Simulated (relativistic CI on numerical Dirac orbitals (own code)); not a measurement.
# Mn3+ in a cubic cluster: 3s photoemission with charge transfer

Computed with a charge-transfer multiplet model of a cubic metal-ligand cluster with up to 2 ligand holes, Slater and spin-orbit integrals from Dirac-Coulomb-Breit ions, Slater integrals scaled by 0.8. The ground state mixes d4 with configurations of k ligand holes L, whose averages lie at kΔ + k(k − 1)U_dd/2; a core hole lowers each added d electron by U_cd. 20 K, Lorentzian 1.4 eV and Gaussian 0.8 eV FWHM.

Atomic integrals in eV (Slater integrals scaled, ζ unscaled), ground: F2dd 9.084, F4dd 5.682, zeta_d 0.043; with the core hole: F2dd 9.919, F4dd 6.242, zeta_d 0.051, G2cd 9.878.

Cluster parameters (eV): U_dd = 6.8, U_cd = 8.2, 10Dq = 0.4, 10Dq(ligand) = 0.2, V(eg) = 2.6, V(t2g) = -1.2, final-state hopping factor = 1.

```
      Case   n_d    d4   d5L  d6L2     S
Δ = 0.2 eV  4.79  0.31  0.60  0.10  2.00
Δ = 1.2 eV  4.71  0.37  0.55  0.08  2.00
Δ = 3.2 eV  4.54  0.51  0.45  0.05  2.00
```

Weights, n_d and S are thermal averages at 20 K. Binding energies count from the first peak over 30 % of the highest in each spectrum, which can be another peak from case to case. The parameters are a model scan and need not match a compound or its usual spin state. Peaks in eV (height, largest 100):
- Δ = 0.2 eV: 0.0 (100), 5.3 (10), 10.4 (65), 20.1 (13)
- Δ = 1.2 eV: 0.0 (100), 5.4 (12), 10.5 (70), 20.3 (14)
- Δ = 3.2 eV: 0.0 (100), 5.5 (20), 10.6 (85), 20.5 (20)

For the case Δ = 1.2 eV, Δ = 1.2 eV is smaller than U_dd = 6.8 eV, the charge-transfer side of the Zaanen-Sawatzky-Allen scheme. With the core hole the configuration with one ligand hole lies at Δ − U_cd = -8.0, -7.0, -5.0 eV from the one without, in the order of the table; where this is negative the screened configuration lies lower, though the effective hopping of about 4.5 eV (from the holes of the mixed ground state) mixes the two strongly wherever it is as large as the gap.

With at most 2 ligand holes the space is cut while the next configuration still counts, so covalency is underestimated, and a final configuration with one more ligand hole, which can lie low, is missing from the spectra.

Without intra-shell correlation the exchange splitting of the 3s hole comes out too large.
